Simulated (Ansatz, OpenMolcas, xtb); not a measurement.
# A ladder of methods for C3H5Ga (SMILES C#[C][GaH][CH3])

C3H5Ga has 9 atoms, charge 0, and is taken as a singlet. SMILES: `C#[C][GaH][CH3]`. The coordinates come from a PBE0-D4/def2-TZVP relaxation.

Each level gives the electronic atomisation energy (eV). The values are calculated. Electronic energies at fixed atoms, without zero-point motion or spin-orbit coupling.

```json
{"level": "GFN0-xTB", "kind": "semi-empirical", "program": "xtb", "value (eV)": "39.93", "less CCSD(T)/6-31G*": "+8.24"}
{"level": "HF/6-31G* (spherical functions)", "kind": "Hartree–Fock", "program": "OpenMolcas", "value (eV)": "25.42", "less CCSD(T)/6-31G*": "-6.27"}
{"level": "SVWN5/6-31G* (spherical functions)", "kind": "LDA", "program": "OpenMolcas", "value (eV)": "39.31", "less CCSD(T)/6-31G*": "+7.62"}
{"level": "BLYP/6-31G* (spherical functions)", "kind": "GGA", "program": "Ansatz", "value (eV)": "33.99", "less CCSD(T)/6-31G*": "+2.30"}
{"level": "BHLYP/6-31G* (spherical functions)", "kind": "global hybrid", "program": "Ansatz", "value (eV)": "33.23", "less CCSD(T)/6-31G*": "+1.54"}
{"level": "HSE06/6-31G* (spherical functions)", "kind": "range-separated hybrid", "program": "Ansatz", "value (eV)": "34.52", "less CCSD(T)/6-31G*": "+2.83"}
{"level": "PBE-QIDH/6-31G* (spherical functions)", "kind": "double hybrid", "program": "Ansatz", "value (eV)": "33.70", "less CCSD(T)/6-31G*": "+2.01"}
{"level": "RPA@PBE/6-31G* (spherical functions)", "kind": "RPA", "program": "Ansatz", "value (eV)": "30.59", "less CCSD(T)/6-31G*": "-1.10"}
{"level": "MP2/6-31G* (spherical functions)", "kind": "perturbation theory", "program": "Ansatz", "value (eV)": "32.26", "less CCSD(T)/6-31G*": "+0.57"}
{"level": "CCSD(T)/6-31G* (spherical functions)", "kind": "coupled cluster or CI", "program": "OpenMolcas", "value (eV)": "31.69", "less CCSD(T)/6-31G*": "0.00"}
```

CCSD(T)/6-31G* (spherical functions) is the highest level here, not the true value. All-electron rows without a relativistic Hamiltonian named are non-relativistic. The values span 25.42 to 39.93 eV. The xTB rows lack spin polarisation, so open shells miss the exchange term that lowers them. In the correlated wave-function rows the outer d shell of Ga is correlated, in sets not made for it.
